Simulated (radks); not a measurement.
Values are calculated unless marked as measured or tabulated.
Question: Coherent X-ray form factor from a spherical all-electron density. Level of theory: scalar-relativistic Kohn-Sham, PBE, spin-polarised, spherical densities, finite nucleus; Fermi nuclear charge, rms radius of each element as measured or else 0.836 A^(1/3) + 0.57 fm (a radial shooting solver on a logarithmic mesh with Libxc functionals).

sin(theta)/lambda (1/angstrom)  f0 (electrons)
0.05                                     7.908
0.1                                      7.644
0.15                                     7.234
0.2                                      6.719
0.25                                     6.142
0.3                                      5.546
0.4                                      4.418
0.5                                      3.491
0.6                                      2.801
0.8                                      1.990
1                                        1.617
1.25                                     1.384
1.5                                      1.222
2                                        0.934

The species is in the configuration that NIST lists as its ground one. Which atom or ion scatters so?

Answer: The neon ion Ne2+, [He] 2s2 2p4. Extrapolating in s^2 from the first two rows gives f0(0) = 8.0, near the electron count 8; among species with that count, the fall with angle is slower the higher Z, and the table is that of Z = 10; from so few rows the species is fixed only to a neighbour or two.
